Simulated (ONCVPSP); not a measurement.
**Bi, ONCV: configuration errors across variants**

ONCVPSP 4.0.1 input, shortened (lines: element, Z, core and valence counts, functional; n l f; lmax; l rc ep ncon nbas qcut; lloc lpopt rc5 dvloc0; l nproj debl; icmod fcfact rcfact), PBE, scalar-relativistic:

```
  Bi 83.00   13    2        4      upf
    1    0    2.00
    2    0    2.00
    2    1    6.00
    3    0    2.00
    3    1    6.00
    3    2   10.00
    4    0    2.00
    4    1    6.00
    4    2   10.00
    4    3   14.00
    5    0    2.00
    5    1    6.00
    5    2   10.00
    6    0    2.00
    6    1    2.75
    1
    0    1.75    0.00    4    9    3.00
    1    2.60    0.00    4    9    3.10
    4    3    1.45    6.00
    0    3    2.30
    1    3    1.00
    3    2.50    1.55
```

All-electron excitation energies from the reference (eV): (1) 6s2 6p3 -1.342; (2) 6s2 6p2 6.571; (3) 6s2 6p1 21.818; (4) 6s1 6p3 17.390.

1 further variants failed, have other tests or another functional or relativity, and are left out.

A true bound ghost makes a file unfit for plane-wave use even where its test errors are small: the radial tests pick states by their node count and pass the ghost by.

Errors AE − PS in meV (a dash: test not solved or not reliable):

```tsv
change	(1)	(2)	(3)	(4)	bound ghosts	GHOST(+) flags above zero
base	-0.9	-25	-172	-42	s	s, p
local potential polynomial inside 1.30 bohr (lpopt 5, dvloc0 0 Ha)	-0.9	-25	-172	-42	s	s, p
all radii but the core radius scaled by about 1.29 (s 2.26, p 3.36 bohr); local potential polynomial inside 1.88 bohr (lpopt 3, dvloc0 6 Ha)	-1.1	-28	-204	-43	none	s, p
s: ncon 5, nbas 10	-0.9	-25	-172	-43	s	s, p
s: nproj 2	-0.9	-25	-172	-42	none	s, p
p: rc 3.52	-1.2	-29	-215	-20	s	s, p
local potential polynomial inside 1.45 bohr (lpopt 3, dvloc0 5 Ha)	-0.9	-25	-172	-42	s	s, p
core correction Teter function, fcfact 1.9, rcfact 1.55	-0.6	-20	-140	-36	s	s, p
core correction Teter function fitted to the true core (icmod 2), fcfact 0.65	+0.6	-5.6	-51	-51	s	s, p
```

(1) Give the same row for: p: qcut 3.2.

Results:

(1) -0.9, -25, -171, -44; bound ghosts: s; GHOST(+) flags above zero: s, p.
